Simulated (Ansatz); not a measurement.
Molecule: C2H8BN2, charge 0, multiplicity 2. It need not be the lowest isomer of its formula. 
Coordinates optimised at B3LYP-D3(BJ)/def2-TZVP (Ansatz, a quantum-chemistry and plane-wave program):
SMILES: NB(C[CH2])N
```xyz
13

C      1.9752     0.4443    -0.4890
C      1.0435    -0.4561     0.2266
B     -0.5215    -0.1015     0.1180
N     -1.4483    -0.9386     0.7887
N     -0.9447     1.0183    -0.6301
H      2.2284     0.2782    -1.5274
H      2.3637     1.3374    -0.0184
H      1.2865    -0.4808     1.2962
H      1.1582    -1.4856    -0.1351
H     -2.4439    -0.7999     0.7806
H     -1.1614    -1.7381     1.3241
H     -1.9025     1.3013    -0.7429
H     -0.2824     1.6076    -1.1031
```
Charge 0, spin multiplicity 2.

Basis-set convergence of Hartree-Fock and CCSD correlation energies (hartree) with Ansatz. Correlated levels leave the core frozen unless marked. UHF or UKS for open shells. No spin-orbit coupling. No relativistic terms.

```json
[
 {"basis": "cc-pVDZ", "functions": "110", "E(HF)": "-214.04203", "E(corr, CCSD)": "-0.74002"},
 {"basis": "cc-pVTZ", "functions": "262", "E(HF)": "-214.10914", "E(corr, CCSD)": "-0.89334"},
 {"basis": "cc-pVQZ", "functions": "515", "E(HF)": "-214.12474", "E(corr, CCSD)": "-0.94042"}
]
```

Extrapolating the two largest sets (X = 3 and 4) as X^-3: E(corr) = (64·(-0.94042) - 27·(-0.89334))/37 = -0.9748 Eh, an estimate of the basis-set limit. The largest set recovers 96.5 % of it, the smallest 75.9 %.
